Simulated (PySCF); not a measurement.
Potential energy of SI along the bond

Set-up: PySCF, scalar-relativistic core potentials, basis sets S def2-SVP, I def2-SVP with ECP28. Energies in eV from S + I in their ground configurations at the same level. State: ²Π (doublet), unpaired electrons π ↑.

All columns are BHandHLYP. A positive dipole means S(−)I(+).

```json
{"R (Å)": "2.017", "E (eV)": "-0.466", "μ (D)": "1.42", "Mulliken charge on S (basis-dependent)": "-0.19", "HOMO (eV)": "-6.94", "LUMO (eV)": "-2.79", "Mayer bond order": "1.46", "⟨S²⟩": "0.75"}
{"R (Å)": "2.111", "E (eV)": "-1.219", "μ (D)": "1.30", "Mulliken charge on S (basis-dependent)": "-0.16", "HOMO (eV)": "-7.18", "LUMO (eV)": "-2.95", "Mayer bond order": "1.41", "⟨S²⟩": "0.75"}
{"R (Å)": "2.204", "E (eV)": "-1.624", "μ (D)": "1.13", "Mulliken charge on S (basis-dependent)": "-0.13", "HOMO (eV)": "-7.40", "LUMO (eV)": "-3.09", "Mayer bond order": "1.35", "⟨S²⟩": "0.75"}
{"R (Å)": "2.275", "E (eV)": "-1.768", "μ (D)": "0.99", "Mulliken charge on S (basis-dependent)": "-0.11", "HOMO (eV)": "-7.56", "LUMO (eV)": "-3.18", "Mayer bond order": "1.31", "⟨S²⟩": "0.75"}
{"R (Å)": "2.345", "E (eV)": "-1.814", "μ (D)": "0.83", "Mulliken charge on S (basis-dependent)": "-0.09", "HOMO (eV)": "-7.70", "LUMO (eV)": "-3.26", "Mayer bond order": "1.27", "⟨S²⟩": "0.75"}
{"R (Å)": "2.415", "E (eV)": "-1.787", "μ (D)": "0.68", "Mulliken charge on S (basis-dependent)": "-0.07", "HOMO (eV)": "-7.83", "LUMO (eV)": "-3.32", "Mayer bond order": "1.23", "⟨S²⟩": "0.75"}
{"R (Å)": "2.509", "E (eV)": "-1.672", "μ (D)": "0.48", "Mulliken charge on S (basis-dependent)": "-0.05", "HOMO (eV)": "-7.99", "LUMO (eV)": "-3.38", "Mayer bond order": "1.18", "⟨S²⟩": "0.76"}
{"R (Å)": "2.626", "E (eV)": "-1.447", "μ (D)": "0.26", "Mulliken charge on S (basis-dependent)": "-0.02", "HOMO (eV)": "-8.15", "LUMO (eV)": "-3.43", "Mayer bond order": "1.12", "⟨S²⟩": "0.76"}
{"R (Å)": "2.767", "E (eV)": "-1.120", "μ (D)": "0.04", "Mulliken charge on S (basis-dependent)": "0.00", "HOMO (eV)": "-8.31", "LUMO (eV)": "-3.56", "Mayer bond order": "1.03", "⟨S²⟩": "0.80"}
{"R (Å)": "2.955", "E (eV)": "-0.719", "μ (D)": "-0.16", "Mulliken charge on S (basis-dependent)": "0.02", "HOMO (eV)": "-8.43", "LUMO (eV)": "-4.01", "Mayer bond order": "0.72", "⟨S²⟩": "1.07"}
```

A fit through these points gives, at Re = 2.351 Å, μ = 0.82 D and dμ/dR = -2.22 D/Å; the reduced mass is 25.54 u.

**Question.** How strong is the fundamental in the double-harmonic approximation, I = 42.26·(dμ/dR)²/μred km/mol?

**Answer.** I = 42.26·(-2.22)²/25.54 = 8.15 km/mol at BHandHLYP.

⟨S²⟩ of the unrestricted solution departs from its pure value on part of the curve, where spin states mix. These are scalar-relativistic numbers at best; spin–orbit coupling would shift them, the dissociation energy most. The state was picked by a PBE0 search and need not be the measured ground state.
